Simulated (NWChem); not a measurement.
Molecule: C2H5BO2; SMILES C=CB(O)O

```xyz
10

B     -0.0092    -0.5072     0.0007
C     -0.6609     0.9143     0.0023
C      0.0586     2.0445    -0.0017
H     -1.7504     1.0095     0.0064
H     -0.3972     3.0334    -0.0009
H      1.1460     2.0157    -0.0059
O      1.3542    -0.6211     0.0007
H      1.6175    -1.5540    -0.0010
O     -0.7458    -1.6707    -0.0010
H     -1.6979    -1.5036    -0.0012
```
Atoms are numbered in this order, from 1.

Program: NWChem. Pople sets run with spherical d functions. The geometry was optimised at B3LYP/6-31G* (spherical d). Level: PBE0/6-31+G*; the question gives the wavelength of the field.

### Question
What does the run give for field 589 nm? Quantities: isotropic polarisability (bohr³); anisotropy (bohr³).

### Answer
isotropic polarisability (bohr³): 45.8
anisotropy (bohr³): 27.3
